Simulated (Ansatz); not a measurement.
Calculated with Ansatz (gas phase, PBE0-D4/def2-TZVP geometries, no zero-point term in ΔE). CCSD(T)/CBS is the MP2 limit (def2-TZVPP, def2-QZVPP) plus CCSD(T) − MP2 in def2-TZVPP, frozen cores. Functionals use def2-TZVPP. Each species was taken in one conformer, which may not be the lowest.

Reaction (formal exchange of groups at the Si–C bond): `BO[SiH2]C#C` + `C=C(O)SC` → `BO[SiH2]SC` + `C#CC(=C)O`

```json
{"level": "r2SCAN-D4", "ΔE (kJ/mol)": "-51.2"}
{"level": "PBE0-D4", "ΔE (kJ/mol)": "-53.7"}
{"level": "PBE", "ΔE (kJ/mol)": "-53.0"}
{"level": "HF/def2-TZVPP", "ΔE (kJ/mol)": "-42.2"}
{"level": "SCS-MP2/def2-TZVPP", "ΔE (kJ/mol)": "-40.6"}
{"level": "CCSD/def2-TZVPP", "ΔE (kJ/mol)": "-42.8"}
{"level": "HF/def2-QZVPP", "ΔE (kJ/mol)": "-42.0"}
{"level": "SCS-MP2/def2-QZVPP", "ΔE (kJ/mol)": "-41.1"}
```

Problem. What does CCSD(T)/CBS give? (Estimate.)

Solution. Computed: -43.7 kJ/mol. The listed levels differ from it by -7.5, -10.0, -9.3, 1.5, 3.1, 0.9, 1.7, 2.6 kJ/mol.

Largest T1 diagnostic among the species: 0.014.
